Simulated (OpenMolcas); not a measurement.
**Lines of As+: computed and rescaled rates**

```yaml
Program: OpenMolcas
Method: "MS-RASPT2, IPEA 0.25 Eh, imaginary shift 0.1 Eh (closed shells correlated: 3d)"
Basis: ANO-RCC-VTZP [6s5p3d1f]
Scalar_Hamiltonian: DKH2, point nucleus
Active_space: 4 electrons in 9 orbitals (RAS2 4s 4p; RAS3 4d, at most 2 electrons)
State_averaging: 2S+1 = 3 even, 6 roots; 2S+1 = 1 even, 6 roots; 2S+1 = 5 odd, 1 root; 2S+1 = 3 odd, 8 roots; 2S+1 = 1 odd, 8 roots
Spin-orbit_coupling: RASSI with atomic mean-field integrals over the reference wave functions, term energies averaged over their components
```

Rates come from the transition moments of the reference wave functions (E1 and E2 in the length form). At fixed line strength A goes as λ^-3 for E1 and M1 and as λ^-5 for E2, so a rate at the computed wavelength can be rescaled to the measured one. Measured vacuum wavelengths follow from level energies in NIST Handbook of Basic Atomic Spectroscopic Data. Branching counts decays inside the model space alone, at computed energies, and the table is only a selection of the E2 and M1 lines, drawn from those between levels with measured partners whose computed energy lies within a factor of 1.5 of the measured one.

| Upper | Lower | Type | λ computed (nm) | λ measured (nm) | A computed (s-1) | A rescaled (s-1) | Branching % |
| --- | --- | --- | --- | --- | --- | --- | --- |
| 4s² 4p² ¹S₀ | 4s² 4p² ³P₁ | M1 | 454 | 464.4 | 4.93e+00 |  | 67.6 |
| 4s² 4p² ¹S₀ | 4s² 4p² ¹D₂ | E2 | 781.3 | 799.8 | 2.16e+00 | 1.92e+00 | 29.7 |
| 4s² 4p² ¹D₂ | 4s² 4p² ³P₂ | M1 | 1274 | 1324 | 3.50e-01 |  | 64.1 |
| 4s² 4p² ¹S₀ | 4s² 4p² ³P₂ | E2 | 484.2 | 498.6 | 1.96e-01 |  | 2.7 |
| 4s² 4p² ¹D₂ | 4s² 4p² ³P₁ | M1 | 1084 | 1107 | 1.93e-01 |  | 35.3 |
| 4s² 4p² ³P₂ | 4s² 4p² ³P₁ | M1 | 7279 | 6767 | 3.45e-02 | 4.29e-02 | 99.9 |
| 4s² 4p² ³P₁ | 4s² 4p² ³P₀ | M1 | 10480 | 9403 | 1.55e-02 | 2.15e-02 | 100.0 |

Spin-changing lines and M1 lines between different terms are not rescaled, since their strength hangs on the term gaps too.

The largest correction is for 4s² 4p² ³P₁ → 4s² 4p² ³P₀ (M1): 1.55e-02 × (10480 / 9403)^3 = 2.15e-02 s-1, a factor of 1.38.

No measured rate stands beside these. Rescaling mends the energy factor alone: line strengths can still be far off where a level mixes with configurations outside the active space, and weak or spin-changing lines hang on small mixing coefficients that depend on the term gaps too, so rescaling need not improve them.

Term energies are means over components that CASPT2 splits; among the terms shown or strongly mixed into the levels shown the widest spread is 15 cm-1 (4s² 4p² ¹D). The run also gave levels led by 4s 4p² 4d, 4s² 4p 4d, which use shells meant for correlation; these and all levels above them are left out. Computed and measured levels are paired by configuration, term and J; levels that our copy of the source lacks, or whose pairing is in doubt (as where it misses far off the trend of its configuration), stay unpaired. Only configurations of the active space appear.
